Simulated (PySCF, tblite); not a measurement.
A complex of silane and isothiocyanic acid

A gas-phase complex of silane and isothiocyanic acid; neutral, singlet. The structure comes from a short search (6 tight-binding starts) and was relaxed by PBE0-D3(BJ)/def2-SVPD; another way of binding may lie lower. Frequencies by PBE0-D3(BJ)/def2-SVPD show no clear imaginary mode.

Parts: 1 = silane ([SiH4]), atoms 1–5; 2 = isothiocyanic acid (N=C=S), atoms 6–9.

```xyz
9

Si    0.031   -0.104   -0.006
H    -0.515   -1.313    0.680
H     0.520   -0.484   -1.361
H    -1.049    0.918   -0.125
H     1.155    0.446    0.807
N     1.245    2.610   -1.562
C     0.474    2.571   -2.485
S    -0.505    2.358   -3.695
H     1.566    3.330   -0.936
```
(Å; atoms numbered from 1)

Contacts between parts, classed by geometry: H2–Si1···N6 3.356 Å (tetrel bond, 180°).

Interaction energies are complex less parts, with the parts frozen as they stand in it; counterpoise-corrected, in kcal/mol (PySCF).

(1) How strongly do the parts interact, level by level?

(2) What holds them together? Decompose the wB97M-D3(BJ)/def2-TZVPD energy: frozen parts, their antisymmetrised product, then relaxation.

The parts were also relaxed and run alone, at the levels used for the complex: shieldings by PBE0/pcSseg-2; core levels by delta-SCF with SCAN, pcX-2 on the ionised atom and pcseg-1 elsewhere, spin-free X2C (2p3/2 is the spin-free 2p value less a third of a first-order spin-orbit splitting).

(3) What does binding change?

Answers

(1) 
```csv
level,interaction,superposition error removed
wB97M-D3(BJ)/def2-TZVPD,-1.70,-0.09
PBE0-D3(BJ)/def2-TZVPD,-1.71,-0.08
```

(2) electrostatic -1.7, Pauli repulsion +2.1, orbital relaxation -0.7, dispersion correction -1.5 kcal/mol, which sum to the value before the counterpoise correction; the Pauli term holds the exchange-correlation of the frozen density too. Of the attraction, 43 % is electrostatic, 39 % is dispersion correction, 18 % is orbital relaxation.

(3) 
```csv
property,alone,in the complex,change
H2–Si1 bond (Å),1.492,1.493,+0.002
shielding of Si1 (ppm),447.4,442.3,-5.0
shielding of N6 (ppm),155.1,152.1,-3.0
shielding of H2 (ppm),27.69,27.66,-0.04
Si1 2p3/2 core level (eV),107.17,106.90,-0.27
N6 1s core level (eV),405.87,405.84,-0.03
C7 1s core level (eV),293.90,293.84,-0.06
```

The core-hole state of C7 is spin-contaminated (⟨S²⟩ 0.80 against 0.75 for a pure doublet), so that value and differences from it are less sure.
